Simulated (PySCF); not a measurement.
## O²⁺ (oxygen, charge +2) across methods

[He] 2s2 2p2, high-spin 3P determinant. Calculation: PySCF 2.14, in def2-TZVPPD (6s4p3d1f, 40 functions); no relativity, point nucleus. The B2PLYP total includes its PT2 part (frozen core); its orbital energies are those of the SCF part.

```tsv
method	E (hartree)	mean ε 2s α (eV)	mean ε 2s β (eV)	mean ε 2p α (eV)	Σ⟨r²⟩ (bohr²)	⟨S²⟩
PBE	-73.1979	-59.745	-55.374	-45.064	5.082	2.001
BLYP	-73.2775	-59.537	-55.379	-45.035	5.083	2.001
UHF	-73.10313	-72.724	-62.354	-55.791	5.050	2.005
r2SCAN	-73.2518	-61.174	-55.662	-46.130	5.052	2.003
PW91	-73.2448	-59.825	-55.436	-45.197	5.077	2.001
LDA	-72.7049	-59.474	-55.204	-44.985	5.105	2.001
B2PLYP	-73.2557	-66.648	-59.499	-50.872	5.060	2.003
PBE0	-73.2128	-63.185	-57.529	-47.900	5.064	2.002
HSE06	-73.2200	-62.723	-57.094	-47.483	5.064	2.002
```
